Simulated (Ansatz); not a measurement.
Reaction (ligand exchange at the Si–Cl bond): `F[SiH](Cl)[O][GeH3]` + H₂S → `F[SiH](S)[O][GeH3]` + HCl

Isolated molecules relaxed with PBE0-D4/def2-TZVP in Ansatz; ΔE leaves out vibrations. CCSD(T)/CBS adds triple-zeta CCSD(T) − MP2 to the extrapolated MP2 energy (def2 sets, frozen cores). This one scheme is used for every species. Functionals use def2-TZVPP. B3LYP here is the variant with VWN-RPA as its local correlation; programs differ in this. HSE06 is defined as in plane-wave codes. For Ge outer-core shells are correlated without core-valence functions, which leaves a few kJ/mol of doubt a bond. Scalar relativity is left out up to krypton. One conformer a species, not always the lowest.

`F[SiH](Cl)[O][GeH3]`:

Cartesian coordinates in Å:
```
F 1.730 -1.540 -0.927
Si 1.261 -0.024 -0.891
Cl 2.281 0.857 0.648
O -0.318 0.074 -0.652
Ge -1.435 0.017 0.746
H 1.637 0.605 -2.163
H -2.787 -0.372 0.144
H -0.913 -1.036 1.732
H -1.456 1.420 1.363
```

H₂S:

```xyz
3

S     0.578    0.184    0.127
H    -0.416    0.689   -0.619
H    -0.162   -0.873    0.492
```

`F[SiH](S)[O][GeH3]`:

Cartesian coordinates in Å:
```
F 0.808 -0.693 -1.721
Si 1.266 -0.336 -0.230
S 2.067 -2.034 0.744
O -0.026 0.220 0.557
Ge -1.544 1.039 0.092
H 2.352 0.657 -0.346
H 0.858 -2.591 0.937
H -2.071 1.657 1.391
H -2.496 -0.027 -0.464
H -1.214 2.108 -0.960
```

HCl:

Z-matrix (Å, degrees):
```
Cl
H 1 1.279
```

Problem. Is it downhill or uphill in electronic energy at CCSD(T)/CBS, and by how much? (An estimate is asked.)

Solution. Ansatz gave: Uphill: ΔE = +50.0 kJ/mol.

Problem. What do these levels give: PBE-D4, BLYP-D4, B3LYP-D4, HSE06-D4, BHLYP-D4, CAM-B3LYP-D4, ωB97X-V, revPBE, B3LYP, LC-ωPBE, MP2/def2-SVP, CCSD/CBS(def2)? (An estimate is asked.)

Solution. The calculation gave: PBE-D4 44.8, BLYP-D4 48.8, B3LYP-D4 50.5, HSE06-D4 47.0, BHLYP-D4 53.7, CAM-B3LYP-D4 51.9, ωB97X-V 50.7, revPBE 45.5, B3LYP 51.5, LC-ωPBE 48.5, MP2/def2-SVP 50.2, CCSD/CBS(def2) 51.5 kJ/mol.

Largest T1 diagnostic among the species: 0.012.

Leaving LDA and LC-ωPBE aside and taking each functional with its dispersion term where it has one, the values, not all of them listed here, spread over 9.4 kJ/mol, from revPBE-D4 to BHLYP-D4. In def2-TZVPP, CCSD(T) changes the Hartree–Fock value by −9.7 kJ/mol (the triples alone add −1.4 kJ/mol) and MP2 by −8.6 kJ/mol. From BLYP to BHLYP (50 % exact exchange), in def2-TZVPP and without D4, ΔE moves by +4.4 kJ/mol.
